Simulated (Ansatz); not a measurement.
Ideal-gas functions of AlH$_{3}$O$_{3}$ (`[OH][Al]([OH])[OH]`) at 400 K and 1 bar, from an Ansatz frequency run at PBE0-D4/def2-TZVP.

Molar mass 78.0 g/mol, point group C3h (symmetry number 3), electronic degeneracy 1, moments of inertia 76.758, 76.765, 153.522 u Å². Harmonic wavenumbers (cm⁻¹, unscaled): 223, 223, 284, 325, 354, 354, 637, 651, 651, 712, 945, 945, 3964, 3964, 3965.

Use S(trans) = R[1.5 ln M + 2.5 ln T − 1.1517]; rotational temperatures θ = 24.2544 K / I; S(rot) = R[ln(√π/σ · √(T³/θAθBθC)) + 1.5]; for each mode x = 1.438777 ν̃/T, S = R[x/(eˣ − 1) − ln(1 − e⁻ˣ)] and H = RT x/(eˣ − 1); 1 cm⁻¹ = 0.0119627 kJ/mol; R = 8.31446 J/(mol·K).

By hand: the entropy, in J/(mol·K).

Translation 169.3. Rotation: θ = 0.316, 0.316, 0.158 K, giving 100.1. Vibration, mode by mode: 10.37, 10.37, 8.49, 7.47, 6.85, 6.85, 3.03, 2.91, 2.91, 2.45, 1.26, 1.26, 0.00, 0.00, 0.00, in all 64.2. Electronic 0.0. Sum 333.6 J/(mol·K).

By hand: H − E and G − E in kJ/mol, counted from the electronic energy.

Zero-point energy ½ × 18197 × 0.0119627 = 108.8; thermal vibration 15.3; translation, rotation and pV give 4 RT = 13.3. H − E = 137.4 kJ/mol, and G − E = 137.4 − 400 × 333.6/1000 = 4.0 kJ/mol.

Vibration gives 19 % of the entropy. The sum counts one conformer and one mirror image; others add a mixing term.
